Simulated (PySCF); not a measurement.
**O+: ionisation energy**

O+ [He] 2s2 2p3 (4S) → O(2+) [He] 2s2 2p2 (3P), as a difference of total energies. Computed with PySCF 2.14 in aug-cc-pVTZ with one added diffuse shell each of s, p, d, f type (6s5p4d3f, 62 functions), with the non-relativistic Hamiltonian (point nucleus). Correlated levels: valence: 1s2 frozen. The calculations carry no spin-orbit coupling.

```json
{"method": "UHF", "ionisation energy (eV)": "34.567"}
{"method": "MP2 (valence)", "ionisation energy (eV)": "35.197"}
{"method": "SCS-MP2 (valence)", "ionisation energy (eV)": "34.942"}
{"method": "CCSD (valence)", "ionisation energy (eV)": "35.018"}
{"method": "CCSD(T) (valence)", "ionisation energy (eV)": "35.027"}
```

Task: How much does correlation contribute at CCSD(T) (valence)?

Result: 35.027 − (34.567) = 0.460 eV, measured against UHF.

A first-order spin-orbit estimate (lowest level to lowest level, LS coupling) adds -0.027 eV.

Errors of the correlated levels include the incompleteness of this basis and the frozen core.

For comparison: 35.121 eV (measured; NIST Atomic Spectra Database, ionization energies).
